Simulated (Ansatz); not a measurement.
CH8BNSi. The species carries charge 0 and has multiplicity 1. The bonds changed during the relaxation, so this is another structure than the one it started from.

Cartesian coordinates in Å:
```
B 0.0561 -0.4977 1.6170
Si -0.3550 0.7015 0.1237
C 0.7491 1.0149 -1.3548
N -0.6172 -1.1397 0.2866
H -0.6766 -0.5189 2.5638
H 1.2046 -0.8224 1.7363
H -1.7143 1.2552 -0.1367
H 1.6818 0.4541 -1.2588
H 1.0114 2.0755 -1.4005
H 0.2668 0.7498 -2.2984
H -1.5574 -1.4964 0.3764
H -0.0493 -1.7758 -0.2546
```

Q: What are the harmonic wavenumbers in cm⁻¹ at PBE0-D4/def2-TZVP (Ansatz, finite differences of forces, unscaled)? (An estimate is asked.)

A: Ansatz gave: 144, 164, 194, 430, 516, 583, 620, 648, 690, 740, 772, 821, 838, 844, 909, 960, 1044, 1145, 1273, 1448, 1450, 1582, 2195, 2547, 2636, 3048, 3129, 3139, 3557, 3654.

Q: Is this a minimum?

A: Yes, all 30 modes are real.

Q: Give the ideal-gas thermochemistry at 298.15 K and 1 bar (rigid rotor, harmonic oscillator; point group C1, symmetry number 1).

A: Zero-point energy 249.5 kJ/mol; H(298) − E = 268.6 kJ/mol; entropy 317.5 J/(mol·K), of which translation 162.4, rotation 105.0, vibration 50.1; G(298) − E = 173.9 kJ/mol.

Q: And at 400, 500, 600, 800 and 1000 K?

A: 
| T (K) | H − E (kJ/mol) | S (J/mol/K) | G − E (kJ/mol) |
| --- | --- | --- | --- |
| 400 | 280.7 | 352.3 | 139.8 |
| 500 | 295.0 | 384.1 | 103.0 |
| 600 | 311.1 | 413.4 | 63.1 |
| 800 | 347.5 | 465.6 | -25.0 |
| 1000 | 388.1 | 510.8 | -122.7 |
